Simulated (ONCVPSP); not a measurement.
## What one change does to a pseudopotential (In, ONCV)

* Element: In
* Generator: ONCVPSP 4.0.1
* Type: optimised norm-conserving Vanderbilt (ONCV)
* Functional: PBEsol
* Relativity: fully relativistic
* Frozen core: [Kr]
* Valence charge: 13
* Reference configuration: 4d10 5s2 5p1
* Partial waves: 5s: rc 2.15 bohr, ncon 4, nbas 8, qcut 3.1 1/bohr, 3 projectors, debl 1.2 Ha; 5p: rc 2.15 bohr, ncon 4, nbas 7, qcut 3.1 1/bohr, 2 projectors, debl 2.1 Ha; 4d: rc 1.40 bohr, ncon 3, nbas 8, qcut 13.1 1/bohr, 2 projectors, debl 1.2 Ha
* Local potential: polynomial inside 1.20 bohr (lpopt 3, dvloc0 1 Ha)
* Core correction: polynomial model core, fcfact 0.6

Open shells are filled in proportion to 2j + 1.

All-electron outer shells of the reference configuration (PBEsol, scalar-relativistic, ld1.x):

```csv
shell,level (eV),outermost node (bohr),outermost maximum (bohr)
4s,-119.51,0.41,0.77
4p,-78.02,0.42,0.82
4d,-18.59,0.40,0.94
5s,-8.25,1.02,2.16
5p,-2.52,1.14,2.85
```

Change: scalar-relativistic.

Cutoffs: the cutoffs (Ha) at which the residual kinetic energy of the hardest occupied pseudo-wave falls to 1 and 0.1 mHa per electron; they do not see the model core or the augmentation charge, which bear on the density cutoff. Errors are all-electron minus pseudo energies relative to the spin-unpolarised reference configuration.

Problem. How do hardness, ghosts and transferability respond?

Solution. The potential gets neither clearly harder nor softer (42 Ha and 51 Ha → 42 Ha and 50 Ha); of the 3 tests that both files solve, the error grows in 3 and shrinks in 0 by more than 15 % and 0.3 meV (median size 1.4 → 2.6 meV); neither file shows a bound ghost.

| quantity | base | changed |
| --- | --- | --- |
| cutoff, loose | 42 Ha | 42 Ha |
| cutoff, tight | 51 Ha | 50 Ha |
| loose cutoff by channel | s 5.8 Ha, p 4.4 Ha, d 42 Ha | s 5.8 Ha, p 3.9 Ha, d 42 Ha |
| bound ghosts | none | none |
| GHOST(+) flags under 300 eV | s at 27.0 eV, p3/2 at 58.9 eV, p1/2 at 66.7 eV | s at 27.1 eV, p at 60.9 eV |
| tests with a reliable result | 3 of 4 | 3 of 4 |
| error for 4d10 5s2 5p0, meV [ΔE 5.37 → 5.36 eV] | -1.4 | -2.6 |
| error for 4d10 5s1 5p0, meV [ΔE 24.65 → 24.64 eV] | -15 | -21 |
| error for 4d10 5s2 5p0.5, meV [ΔE 1.95 eV] | -0.2 | -0.6 |
| s: phases at 2.19 bohr within 0.05 rad from the reference energy up to (Ha; the scan ends near 5) | 4.1 | 4.1 |
| rms error of d²Exc/dni dnj with the model core, mHa | 1.67 | 0.26 |
